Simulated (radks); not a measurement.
Results of a calculation; reference values are marked as such.
Task: Nb2+, configuration [Ar] 3d10 4s2 4p5.5 4d3 5p0.5 (fractional occupations, a model configuration). Level of theory: Dirac Kohn-Sham, exchange-only LDA, spin-unpolarised, spherical densities, finite nucleus; open shells fill j = l - 1/2 first; Fermi nuclear charge, rms radius 4.324 fm (a radial shooting solver on a logarithmic mesh with Libxc functionals). Some entries of the table are withheld. Estimate them.

orbital,occ.,eigenvalue (hartree),<r> (bohr),<r^2> (bohr^2)
1s1/2,2,-690.5902,0.03613,0.001761
2s1/2,2,-97.22708,0.1579,0.02945
2p1/2,2,-89.35213,0.1347,0.02227
2p3/2,4,-85.83869,0.1392,0.02364
3s1/2,2,-16.81022,0.4439,0.2261
3p1/2,2,-13.84343,0.4392,0.2250
3p3/2,4,-13.27366,0.4498,0.2357
3d3/2,4,-8.01289,(1),0.2245
3d5/2,6,-7.90673,(2),0.2280
4s1/2,2,-2.85441,1.148,1.495
4p1/2,2,-2.02195,1.260,1.819
4p3/2,3.5,-1.94075,1.290,1.906
4d3/2,3,-0.74916,1.799,3.850
4d5/2,0,-0.74126,1.814,3.913
5p1/2,0.5,-0.46876,(3),(4)
5p3/2,0,-0.45866,(5),(6)

Result: 
(1) 3d3/2 <r> (bohr): 0.4313
(2) 3d5/2 <r> (bohr): 0.4348
(3) 5p1/2 <r> (bohr): 3.543
(4) 5p1/2 <r^2> (bohr^2): 14.13
(5) 5p3/2 <r> (bohr): 3.610
(6) 5p3/2 <r^2> (bohr^2): 14.66
